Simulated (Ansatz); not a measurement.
Consider the redistribution: `C[C@@H]1C[Si@@H]1F` + `F[SiH](F)[Si](F)(F)F` → `CC1C[SiH2]1` + `F[Si](F)(F)[Si](F)(F)F`.

Isolated molecules relaxed with PBE0-D4/def2-TZVP in Ansatz; ΔE leaves out vibrations. CBS: MP2 limit from def2 TZ/QZ plus the TZ coupled-cluster correction, frozen cores. DFT in def2-TZVPP. HSE06 is defined as in plane-wave codes. Each species was taken in one conformer, which may not be the lowest.

`C[C@@H]1C[Si@@H]1F`:

```xyz
12

C     0.215    0.164    1.527
C    -0.233    0.535    0.136
C    -0.889   -0.604   -0.735
Si    0.667    0.081   -1.389
F     1.997   -0.797   -1.277
H     0.822    0.956    1.971
H     0.821   -0.746    1.524
H    -0.642   -0.015    2.185
H    -0.795    1.467    0.096
H    -1.854   -0.389   -1.183
H    -0.860   -1.586   -0.268
H     0.751    0.935   -2.588
```

`F[SiH](F)[Si](F)(F)F`:

Cartesian coordinates in Å:
```
F 1.905 -1.090 -0.479
Si 0.885 0.085 -0.785
F 1.622 1.464 -0.521
Si -0.898 -0.088 0.730
F -1.937 1.080 0.505
F -1.668 -1.452 0.533
F -0.410 -0.019 2.227
H 0.502 0.019 -2.210
```

`CC1C[SiH2]1`:

```xyz
12

C     0.222   -0.144    1.526
C     0.575   -0.085    0.061
C    -0.105    1.001   -0.798
Si   -0.544   -0.733   -1.268
H    -0.859   -0.091    1.677
H     0.669    0.693    2.074
H     0.571   -1.072    1.983
H     1.640   -0.185   -0.139
H    -0.853    1.602   -0.286
H     0.536    1.591   -1.445
H    -1.875   -1.255   -0.887
H     0.023   -1.323   -2.499
```

`F[Si](F)(F)[Si](F)(F)F`:

Z-matrix (Å, degrees):
```
Si
F 1 1.574
F 1 1.574 2 108.3
F 1 1.574 2 108.3 3 -117.3
Si 1 2.331 2 110.6 3 121.4
F 5 1.574 1 110.6 2 59.5
F 5 1.574 1 110.6 2 179.5
F 5 1.574 1 110.6 2 -60.5
```

```json
{"level": "B97M-V", "ΔE (kJ/mol)": "-38.0", "difference from CCSD(T)/CBS": "-1.9"}
{"level": "HSE06-D4", "ΔE (kJ/mol)": "-36.4", "difference from CCSD(T)/CBS": "-0.3"}
{"level": "BHLYP-D4", "ΔE (kJ/mol)": "-33.6", "difference from CCSD(T)/CBS": "2.5"}
{"level": "ωB97M-V", "ΔE (kJ/mol)": "-34.4", "difference from CCSD(T)/CBS": "1.7"}
{"level": "B2PLYP", "ΔE (kJ/mol)": "-34.2", "difference from CCSD(T)/CBS": "1.9"}
{"level": "PBE-QIDH", "ΔE (kJ/mol)": "-37.2", "difference from CCSD(T)/CBS": "-1.1"}
{"level": "PBE", "ΔE (kJ/mol)": "-34.3", "difference from CCSD(T)/CBS": "1.8"}
{"level": "PBE0", "ΔE (kJ/mol)": "-35.2", "difference from CCSD(T)/CBS": "0.9"}
{"level": "r2SCANh", "ΔE (kJ/mol)": "-37.6", "difference from CCSD(T)/CBS": "-1.5"}
{"level": "RPA@PBE/def2-TZVPP", "ΔE (kJ/mol)": "-35.5", "difference from CCSD(T)/CBS": "0.6"}
{"level": "MP2/def2-SVP", "ΔE (kJ/mol)": "-37.8", "difference from CCSD(T)/CBS": "-1.7"}
{"level": "HF/def2-TZVPP", "ΔE (kJ/mol)": "-30.5", "difference from CCSD(T)/CBS": "5.6"}
{"level": "MP2/def2-TZVPP", "ΔE (kJ/mol)": "-38.4", "difference from CCSD(T)/CBS": "-2.3"}
{"level": "CCSD(T)/def2-TZVPP", "ΔE (kJ/mol)": "-38.3", "difference from CCSD(T)/CBS": "-2.2"}
{"level": "HF/def2-QZVPP", "ΔE (kJ/mol)": "-31.0", "difference from CCSD(T)/CBS": "5.1"}
{"level": "CCSD/CBS(def2)", "ΔE (kJ/mol)": "-34.6", "difference from CCSD(T)/CBS": "1.5"}
{"level": "CCSD(T)/CBS", "ΔE (kJ/mol)": "-36.1", "difference from CCSD(T)/CBS": "0"}
```

Largest T1 diagnostic among the species: 0.013.

Leaving LDA and LC-ωPBE aside and taking each functional with its dispersion term where it has one, the values, not all of them listed here, spread over 5.9 kJ/mol, from r2SCAN0-D4 to ωB97X-V. LDA lies −6.1 kJ/mol from PBE without D4. In def2-TZVPP, CCSD(T) changes the Hartree–Fock value by −7.8 kJ/mol (the triples alone add −1.4 kJ/mol) and MP2 by −7.9 kJ/mol.
